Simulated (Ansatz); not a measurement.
`BBCBI` + `[OH][AlH2]` → `BB[O][AlH2]` + `CBI` at 298.15 K and 1 bar (ligand exchange at a B–C bond).

Computed with Ansatz on PBE0-D4/def2-TZVP structures; ΔE is electronic, products minus reactants. CCSD(T)/CBS adds triple-zeta CCSD(T) − MP2 to the extrapolated MP2 energy (def2 sets, frozen cores). This one scheme is used for every species. Elements past krypton have def2 core potentials. For I outer-core shells are correlated without core-valence functions, which leaves a few kJ/mol of doubt a bond. One conformer a species, not always the lowest.

```csv
species,CCSD(T)/CBS energy (Eh),H − E (kJ/mol),S (J/(mol·K))
`BBCBI`,-413.46607,211.0,375.3
`[OH][AlH2]`,-319.03157,82.3,252.8
`BB[O][AlH2]`,-369.81813,151.7,336.3
`CBI`,-362.71826,142.9,307.7
```

H − E and S are ideal-gas, rigid-rotor, harmonic terms from PBE0-D4/def2-TZVP, for one conformer and one mirror image of each species. 1 Eh = 2625.50 kJ/mol, R = 8.31446 J/(mol·K).

By hand: ΔE, ΔH, ΔS and ΔG.

ΔE = (-369.81813) + (-362.71826) − (-413.46607) − (-319.03157) = -0.03875 Eh = -101.7 kJ/mol. Δ(H − E) = 151.7 + 142.9 − 211.0 − 82.3 = 1.3, so ΔH = -100.4 kJ/mol. ΔS = 336.3 + 307.7 − 375.3 − 252.8 = 15.9 J/(mol·K). ΔG = -100.4 − 298.15 × (15.9)/1000 = -105.1 kJ/mol.

By hand: the equilibrium constant, and the temperature at which ΔG would vanish if ΔH and ΔS stayed fixed.

log₁₀ K = −ΔG/(RT ln 10) = 18.4. ΔH and −TΔS have one sign here, so there is no such temperature.

ΔH outweighs TΔS. A doubt of 5 kJ/mol in ΔE shifts log₁₀ K by 0.9 here. Other conformers and mirror images would add mixing entropy, several J/(mol·K) or more a flexible species. Modes under 60 cm⁻¹, often nearly free rotors, make the harmonic entropy too high. These are equilibria of isolated gas molecules and say nothing of rates. Largest T1 diagnostic: 0.014 (customary marks: 0.02 for closed shells, 0.045 for open ones).
